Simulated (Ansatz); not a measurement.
Geometry optimisation, RKS PBE-D4/def2-SVP (Ansatz).

The input (input.yaml):

```yaml
crystal:
  periodic: [false, false, false]
  atoms:
    - { symbol: C, position_ang: [-0.0988, 0.9331, -0.0042] }
    - { symbol: B, position_ang: [-0.1785, -0.6092, -0.1097] }
    - { symbol: O, position_ang: [0.2629, -1.4152, 0.9975] }
    - { symbol: Br, position_ang: [-0.7965, -1.4862, -1.7627] }
    - { symbol: H, position_ang: [0.2654, 1.2846, 0.9483] }
    - { symbol: H, position_ang: [0.4909, 1.4001, -0.8286] }
    - { symbol: H, position_ang: [-1.1516, 1.3747, -0.1216] }
    - { symbol: H, position_ang: [-1.25106, -0.68082, 0.35223] }
basis:
  gaussian: { orbitals: def2-SVP }
hamiltonian:
  xc: pbe
  dispersion: d4
relax:
  f_tol: 0.02
  max_steps: 50
output:
  orbitals: {}
```

Run as:

```bash
$ ansatz run input.yaml --threads 2 --pin off --max-ram 3072MiB --backend cpu --events-out ev --progress --plain --runs-dir out
```

Q: Where does it end, and by what steps?

A: It converged. The force dipped under the threshold on the way, but the program's further checks kept it going. After 21 steps the energy has fallen by 4.592 eV; H8 moved furthest, 1.58 Å. Parted: B2–H8. Joined: O3–H8.

```tsv
step	energy less start (eV)	largest force component (eV/Å)	accepted
0	0.0000	4.734	yes
1	-0.7583	1.848	yes
2	-1.5997	2.335	yes
3	-2.6628	2.657	yes
4	-3.1978	4.729	yes
5	-3.6323	2.605	yes
6	-3.9283	1.502	yes
7	-3.6164	3.558	no
8	-4.0655	0.714	yes
9	-4.1793	0.958	yes
10	-4.3089	1.098	yes
11	-4.5001	0.647	yes
12	-4.5833	0.119	yes
13	-4.5806	0.144	no
14	-4.5880	0.142	yes
15	-4.5902	0.022	yes
16	-4.5908	0.083	yes
17	-4.5912	0.042	yes
18	-4.5915	0.013	yes
19	-4.5916	0.021	yes
20	-4.5915	0.044	no
21	-4.5916	0.004	yes
```

```xyz
8
Properties=species:S:1:pos:R:3
C -0.065 1.127 -0.112
B -0.435 -0.394 -0.117
O -0.416 -1.134 1.019
Br -0.946 -1.280 -1.795
H 0.207 1.483 0.901
H 0.783 1.326 -0.801
H -0.913 1.735 -0.490
H -0.672 -2.064 0.866
```

Run time: 13 s on 2 threads of AMD EPYC 9R45 96-Core Processor (Zen 5), on a shared host, peak memory 0.16 GiB.
